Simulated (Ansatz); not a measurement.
Two isomers of C2H6FNSi: A = `C=C(F)[SiH2]N`, B = `C[SiH2]/N=C/F`.

Program: Ansatz. Geometries: PBE0-D4/def2-TZVP. ΔE: electronic, gas phase. CCSD(T)/CBS adds triple-zeta CCSD(T) − MP2 to the extrapolated MP2 energy (def2 sets, frozen cores). DFT in def2-TZVPP. B3LYP here is the variant with VWN-RPA as its local correlation; programs differ in this. One conformer a species, not always the lowest.

(1) Which is lower in electronic energy at CCSD(T)/CBS, and by how much? (An estimate is asked.)

(2) Give E(B) − E(A) in kcal/mol with B2PLYP, B3LYP-D4, PBE0-D4, HF/def2-TZVPP, MP2/def2-TZVPP, B3LYP, PBE-D4. (An estimate is asked.)

Largest T1 diagnostic: 0.013.

Answers

(1) Computed: B, by 7.2 kcal/mol.

(2) Computed: B2PLYP -9.3, B3LYP-D4 -8.7, PBE0-D4 -9.3, HF/def2-TZVPP -9.4, MP2/def2-TZVPP -9.7, B3LYP -9.0, PBE-D4 -9.7. None reverses the order clearly.
